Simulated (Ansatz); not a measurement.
Program: Ansatz. Geometries: PBE0-D4/def2-TZVP. ΔE: electronic, gas phase. CCSD(T)/CBS is the MP2 limit (def2-TZVPP, def2-QZVPP) plus CCSD(T) − MP2 in def2-TZVPP, frozen cores. This one scheme is used for every species. DFT in def2-TZVPP. B3LYP here is the variant with VWN-RPA as its local correlation; programs differ in this. Each species was taken in one conformer, which may not be the lowest.

`F[SiH](Cl)C#C[SiH2]Cl` + `CCC` → `CCC[SiH2]Cl` + `C#C[SiH](F)Cl`  (formal exchange of groups at the Si–C bond)

```json
{"level": "PBE0-D4", "ΔE (kcal/mol)": "8.0"}
{"level": "B3LYP-D4", "ΔE (kcal/mol)": "8.8"}
{"level": "r2SCAN", "ΔE (kcal/mol)": "8.9"}
{"level": "CCSD/def2-TZVPP", "ΔE (kcal/mol)": "8.3"}
```

(1) What does CCSD(T)/CBS give? (Estimate.)

Largest T1 diagnostic among the species: 0.012.

Answers

(1) The calculation gave: +7.9 kcal/mol. The listed levels differ from it by 0.1, 0.9, 1.0, 0.4 kcal/mol.

In def2-TZVPP, CCSD(T) changes the Hartree–Fock value by −1.8 kcal/mol (the triples alone add −0.0 kcal/mol) and MP2 by −1.3 kcal/mol. The D4 term adds −1.0 kcal/mol with B3LYP and −0.6 kcal/mol with PBE0; it sums over pairs of atoms, weighted by their polarisabilities, and B3LYP, whose exchange is more repulsive, gets the larger term.
